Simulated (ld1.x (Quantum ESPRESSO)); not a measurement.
**PBE TM dataset for cerium (Ce), scalar-relativistic all-electron reference.**

| Item | Value |
| --- | --- |
| Element | cerium |
| Generator | ld1.x (Quantum ESPRESSO) 7.5 |
| Type | norm-conserving Troullier–Martins (Kleinman–Bylander form) |
| Functional | PBE |
| Relativity | scalar-relativistic |
| Frozen core | [Kr] 4d10 |
| Valence charge | 12 |
| Reference configuration | 4f1 5s2 5p6 5d1 6s2 6p0 |
| Partial waves | 5p (bound): rc 1.65 bohr; 5d (bound): rc 3.90 bohr; 4f (bound): rc 1.20 bohr; 5s (bound): rc 2.05 bohr |
| Local potential | the s channel |
| Core correction | Bessel-smoothed model core inside 0.85 bohr |

Occupied shells without a wave of their own: 6s. They enter only through the test configuration that unscreens the potential, and ld1.x also counts them in the model core charge.

Q: Is a potential produced?

A: No. ld1.x (Quantum ESPRESSO) 7.5 stopped with "run_pseudo: Errors in PS-KS equation": the pseudo-atom solver did not find the valence states with the expected number of nodes, which is the usual sign of a ghost state.
